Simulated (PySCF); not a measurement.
`CB(C)c1cccs1`, C₆H₉BS

Geometry:
| atom | x (Å) | y (Å) | z (Å) |
| --- | --- | --- | --- |
| C1 | -1.789 | 1.719 | -0.229 |
| B2 | -1.168 | 0.286 | -0.044 |
| C3 | -2.111 | -0.975 | 0.079 |
| C4 | 0.364 | 0.072 | 0.016 |
| C5 | 1.083 | -1.103 | 0.178 |
| C6 | 2.486 | -0.928 | 0.182 |
| C7 | 2.840 | 0.394 | 0.022 |
| S8 | 1.472 | 1.400 | -0.131 |
| H9 | -1.075 | 2.547 | -0.351 |
| H10 | -2.473 | 1.718 | -1.095 |
| H11 | -2.431 | 1.944 | 0.642 |
| H12 | -3.182 | -0.726 | 0.102 |
| H13 | -1.874 | -1.568 | 0.979 |
| H14 | -1.941 | -1.651 | -0.778 |
| H15 | 0.594 | -2.072 | 0.292 |
| H16 | 3.211 | -1.734 | 0.298 |
| H17 | 3.845 | 0.813 | -0.011 |

Computed, not measured: quadratic response CAM-B3LYP/aug-cc-pVDZ first hyperpolarisability, Taylor convention, gas phase in PySCF 2.14.0. Geometry: PBE0-D3(BJ)/def2-SVP.

Task: Give the tensor of the second harmonic β(−2ω;ω,ω) at 1907 nm in the axes of these coordinates.

Result: In au, Taylor convention; rows are the first index (the induced dipole):
```tsv
	xx	yy	zz	xy	xz	yz
x	+481.9	-41.8	-20.6	-52.7	+16.1	+1.5
y	-49.6	-19.5	-2.4	-38.9	+1.2	+0.4
z	+15.7	+0.3	+0.9	+1.2	-20.6	-2.4
```
Norm of βᵢ = ⅓ Σⱼ (βᵢⱼⱼ + βⱼᵢⱼ + βⱼⱼᵢ): 428.2 au, hyper-Rayleigh value 193.6 au.
